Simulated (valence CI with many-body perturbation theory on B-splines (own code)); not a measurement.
## Pt39+: E2, M1 decay

Level of theory: relativistic CI+MBPT: three valence electrons over a frozen Dirac-Fock core [Kr], a basis of 9 s, 9 p, 10 d, 8 f, 5 g, 3 h, 1 i functions for each j, with the one-electron correlation potential Σ1 (screened to all orders), the two-electron term Σ2, the three-electron term Σ3, Breit, model QED; selected single and double excitations, second order for the rest (own B-spline code, finite nucleus).

The last digits are not significant, and no measured levels were compared; by estimate large intervals hold to a few tenths of a per cent, small ones and those within an open d or f shell to about a per cent. Only levels of the ground parity were solved; by the run's estimate the other parity begins above the list, which can be wrong where configurations are misplaced.

Lines 1 to 50 of 53 in falling wavelength, among levels below 85.253 eV, chosen from the decays that carry over 1 % of a level's rate. Wavelengths and rates use the calculated energies. Electric multipoles are in the length gauge, E1 and E2 with the static RPA response of the core. Weak lines are less certain than strong ones. Lines between different terms over intervals too small for the method are left out, as are lines whose strength nearly cancels. The highest levels of a list are the least certain.

Levels are named by their leading jj configuration (3d3/2^4 stands for four electrons in 3d with j = 3/2), which in mixed levels can hold well under half, so a name can repeat and another be missing. Letters in brackets count levels of one name in rising energy.

```csv
λ vac (Å),Upper,Lower,Type,A (s⁻¹),Branch %
51360,(4d3/2^2 4d5/2) J=9/2,(4d3/2^2 4d5/2) J=7/2,M1,5.21e-02,99.6
2908,(4d3/2^2 4d5/2) J=7/2,(4d3/2^2 4d5/2) J=5/2 [a],M1,5.40e+02,92.5
1308,(4d3/2^2 4d5/2) J=5/2 [b],(4d3/2^2 4d5/2) J=7/2,M1,4.55e+02,3.0
1303,(4d3/2 4d5/2^2) J=7/2 [b],(4d3/2 4d5/2^2) J=7/2 [a],M1,1.02e+03,1.5
1103,(4d3/2^2 4d5/2) J=5/2 [b],(4d3/2^2 4d5/2) J=3/2,M1,2.44e+03,16.1
1008,(4d3/2 4d5/2^2) J=3/2 [b],(4d3/2 4d5/2^2) J=1/2,M1,2.09e+03,1.4
917.0,(4d3/2 4d5/2^2) J=3/2 [b],(4d3/2 4d5/2^2) J=3/2 [a],M1,3.40e+03,2.3
902.1,(4d3/2^2 4d5/2) J=5/2 [b],(4d3/2^2 4d5/2) J=5/2 [a],M1,7.29e+02,4.8
840.4,(4d5/2^3) J=3/2,(4d3/2 4d5/2^2) J=3/2 [b],M1,5.97e+03,2.1
839.9,(4d3/2 4d5/2^2) J=3/2 [a],(4d3/2^2 4d5/2) J=5/2 [b],M1,4.20e+03,1.6
745.6,(4d3/2 4d5/2^2) J=5/2 [a],(4d3/2^2 4d5/2) J=5/2 [b],M1,2.41e+04,17.8
650.8,(4d5/2^3) J=5/2,(4d3/2 4d5/2^2) J=3/2 [b],M1,1.50e+04,4.2
619.2,(4d3/2 4d5/2^2) J=5/2 [b],(4d3/2^2 4d5/2) J=5/2 [b],M1,3.53e+04,41.7
605.4,(4d3/2 4d5/2^2) J=7/2 [a],(4d3/2^2 4d5/2) J=7/2,M1,4.11e+04,18.6
604.4,(4d3/2 4d5/2^2) J=7/2 [b],(4d3/2^2 4d5/2) J=5/2 [b],M1,8.71e+03,12.7
604.3,(4d5/2^3) J=9/2,(4d3/2 4d5/2^2) J=11/2,M1,8.91e+03,3.4
593.4,(4d3/2^2 4d5/2) J=5/2 [a],(4d3/2^3) J=3/2,M1,1.17e+05,100.0
558.4,(4d3/2 4d5/2^2) J=9/2,(4d3/2^2 4d5/2) J=9/2,M1,8.01e+04,62.7
552.4,(4d3/2 4d5/2^2) J=9/2,(4d3/2^2 4d5/2) J=7/2,M1,4.76e+04,37.2
538.7,(4d5/2^3) J=3/2,(4d3/2 4d5/2^2) J=5/2 [b],M1,8.95e+03,3.2
529.8,(4d3/2^2 4d5/2) J=3/2,(4d3/2^3) J=3/2,M1,9.43e+04,99.9
521.0,(4d3/2 4d5/2^2) J=3/2 [a],(4d3/2^2 4d5/2) J=1/2,M1,2.75e+04,10.3
504.7,(4d5/2^3) J=9/2,(4d3/2 4d5/2^2) J=9/2,M1,1.06e+05,39.7
501.1,(4d3/2 4d5/2^2) J=7/2 [a],(4d3/2^2 4d5/2) J=5/2 [a],M1,1.79e+05,81.3
495.5,(4d3/2 4d5/2^2) J=1/2,(4d3/2^2 4d5/2) J=1/2,M1,1.61e+05,93.8
492.8,(4d3/2^2 4d5/2) J=7/2,(4d3/2^3) J=3/2,E2,4.37e+01,7.5
484.2,(4d3/2^2 4d5/2) J=1/2,(4d3/2^3) J=3/2,M1,3.54e+04,99.2
476.8,(4d3/2 4d5/2^2) J=3/2 [a],(4d3/2^2 4d5/2) J=3/2,M1,1.60e+05,60.1
474.9,(4d3/2 4d5/2^2) J=5/2 [a],(4d3/2^2 4d5/2) J=7/2,M1,5.90e+03,4.3
472.3,(4d3/2 4d5/2^2) J=11/2,(4d3/2^2 4d5/2) J=9/2,M1,5.26e+04,99.6
469.5,(4d5/2^3) J=3/2,(4d3/2 4d5/2^2) J=5/2 [a],M1,9.26e+04,32.9
467.3,(4d5/2^3) J=9/2,(4d3/2 4d5/2^2) J=7/2 [a],M1,1.50e+05,56.2
462.2,(4d5/2^3) J=5/2,(4d3/2 4d5/2^2) J=7/2 [b],M1,3.44e+04,9.6
458.4,(4d5/2^3) J=3/2,(4d3/2 4d5/2^2) J=1/2,M1,6.64e+04,23.6
455.4,(4d3/2 4d5/2^2) J=1/2,(4d3/2^2 4d5/2) J=3/2,M1,9.52e+03,5.5
454.0,(4d5/2^3) J=5/2,(4d3/2 4d5/2^2) J=5/2 [b],M1,5.47e+04,15.3
444.9,(4d3/2 4d5/2^2) J=5/2 [a],(4d3/2^2 4d5/2) J=3/2,M1,9.03e+04,66.6
438.5,(4d5/2^3) J=3/2,(4d3/2 4d5/2^2) J=3/2 [a],M1,1.05e+05,37.4
438.4,(4d3/2 4d5/2^2) J=3/2 [b],(4d3/2^2 4d5/2) J=5/2 [b],M1,8.94e+04,60.5
434.9,(4d3/2 4d5/2^2) J=3/2 [a],(4d3/2^2 4d5/2) J=5/2 [a],M1,7.28e+04,27.3
420.2,(4d3/2 4d5/2^2) J=5/2 [b],(4d3/2^2 4d5/2) J=7/2,M1,4.36e+04,51.5
416.7,(4d3/2 4d5/2^2) J=7/2 [b],(4d3/2^2 4d5/2) J=9/2,M1,2.47e+04,36.0
413.4,(4d3/2 4d5/2^2) J=7/2 [b],(4d3/2^2 4d5/2) J=7/2,M1,2.83e+04,41.3
408.2,(4d3/2 4d5/2^2) J=5/2 [a],(4d3/2^2 4d5/2) J=5/2 [a],M1,1.41e+04,10.4
403.8,(4d5/2^3) J=5/2,(4d3/2 4d5/2^2) J=5/2 [a],M1,9.07e+04,25.4
380.6,(4d5/2^3) J=5/2,(4d3/2 4d5/2^2) J=3/2 [a],M1,1.02e+05,28.7
367.2,(4d3/2 4d5/2^2) J=5/2 [b],(4d3/2^2 4d5/2) J=5/2 [a],M1,4.52e+03,5.3
361.9,(4d3/2 4d5/2^2) J=7/2 [b],(4d3/2^2 4d5/2) J=5/2 [a],M1,5.24e+03,7.6
357.9,(4d3/2^2 4d5/2) J=5/2 [b],(4d3/2^3) J=3/2,M1,1.15e+04,75.4
341.2,(4d5/2^3) J=5/2,(4d3/2 4d5/2^2) J=7/2 [a],M1,5.55e+04,15.5
```
